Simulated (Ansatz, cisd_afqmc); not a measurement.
System: S, charge 1, quartet.

Total energies in aug-cc-pV(T+d)Z, 5 correlated electrons, 5 frozen orbitals. Open shells are spin-unrestricted; no spin-orbit coupling. Correlated methods leave the cores frozen. No relativity. The Monte Carlo rows (phaseless AFQMC, CISD trial, step 0.005/hartree) carry one-sigma bars that omit the constraint's bias. Outlying blocks are dropped, and bars are widened where a walk drifts. Over all cases where full CI ran beside it in this data, AFQMC minus full CI had a median of +0.1 mEh and passed +0.4 mEh in a tenth of the cases. Full CI freezes restricted core orbitals and the other rows unrestricted ones, which leaves a small offset even where coupled cluster is exact.

```json
[
 {"method": "HF", "program": "Ansatz", "energy (Eh)": "-397.17030", "error against FCI (mEh)": "114.62"},
 {"method": "MP2", "program": "Ansatz", "energy (Eh)": "-397.26103", "error against FCI (mEh)": "23.89"},
 {"method": "CCSD", "program": "Ansatz", "energy (Eh)": "-397.28052", "error against FCI (mEh)": "4.40"},
 {"method": "CCSD(T)", "program": "Ansatz", "energy (Eh)": "-397.28417", "error against FCI (mEh)": "0.75"},
 {"method": "CCSDT(Q)", "program": "Ansatz", "energy (Eh)": "-397.28502", "error against FCI (mEh)": "-0.10"},
 {"method": "CCSDTQ", "program": "Ansatz", "energy (Eh)": "-397.28504", "error against FCI (mEh)": "-0.12"},
 {"method": "AFQMC/CISD", "program": "cisd_afqmc", "energy (Eh)": "-397.2849 ± 0.0001", "error against FCI (mEh)": "0.0 ± 0.1"},
 {"method": "FCI", "program": "Ansatz", "energy (Eh)": "-397.28492", "error against FCI (mEh)": "0.00"}
]
```

Ansatz is a program for electronic structure.
